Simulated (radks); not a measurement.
The numbers below are computed, except where a source is named.
Polarisability of neutral scandium, [Ar] 3d1 4s2, at imaginary frequency. Code: a radial shooting solver on a logarithmic mesh with Libxc functionals. Model: scalar-relativistic Kohn-Sham, PBE, spin-unpolarised, spherical densities, finite nucleus; Fermi nuclear charge, rms radius 3.5459 fm. Response by self-consistent Sternheimer equations with the Hartree and adiabatic LDA kernel, the relativistic mass of each level held fixed and spin-orbit coupling left out.

w (hartree)  alpha1(iw) (bohr^3)
0.00266                    118.3
0.0143                     117.0
0.0360                     110.1
0.0697                     92.76
0.118                      66.97
0.186                      42.23
0.280                      24.75
0.413                      14.24
0.605                      8.270
0.892                      4.849
1.35                       2.773
2.12                       1.441
3.59                      0.6244
6.94                      0.2055
17.5                     0.04291

Static values: alpha1 = 118.4 bohr^3 (17.54 angstrom^3; uncoupled 230.1). C6 = 1462, triple-dipole C9 = 126000 atomic units. One-pole (London) frequency 4 C6 / (3 alpha1^2) = 0.139 hartree, against 0.119 for minus the highest occupied eigenvalue. Recommended static value: 97 bohr^3 (Schwerdtfeger and Nagle, 2023 table).

Beside tabulated values, note that spin-unpolarised runs miss the spin-polarisation part of the exchange energy of open shells.
